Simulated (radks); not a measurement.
Effect of the nuclear size on the silver ion Ag+, [Kr] 4d10. All-electron calculation, Dirac Kohn-Sham, exchange-only LDA, spin-unpolarised, spherical densities, finite nucleus; Fermi nuclear charge, rms radius 4.5454 fm. Program: a radial shooting solver on a logarithmic mesh with Libxc functionals. The rms radius is varied about that value; shifts are against it.

rms radius (fm)	total energy shift (eV)	density at nucleus (e/bohr^3)	1s1/2 shift (meV)	2s1/2 shift (meV)	4s1/2 shift (meV)	4p1/2 shift (meV)	5s1/2 (empty) shift (meV)
3.9863	-0.650	1.477e+05	-274	-30.6	-1.11	0.029	-0.100
4.2045	-0.405	1.466e+05	-171	-19.1	-0.693	0.018	-0.062
4.5454	0	1.451e+05	0.000	0.000	0.000	0.000	0.000
4.8727	0.414	1.437e+05	175	19.5	0.709	-0.019	0.064
5.6818	1.55	1.408e+05	651	72.8	2.64	-0.070	0.237

Slopes of the eigenvalues against <r^2> in GHz/fm^2, as finite differences over the two radii next to the reference (eigenvalue slopes, not the field-shift constants of lines): 1s1/2 13800, 2s1/2 1540, 4s1/2 55.9, 4p1/2 -1.47, 5s1/2 (empty) 5.01.
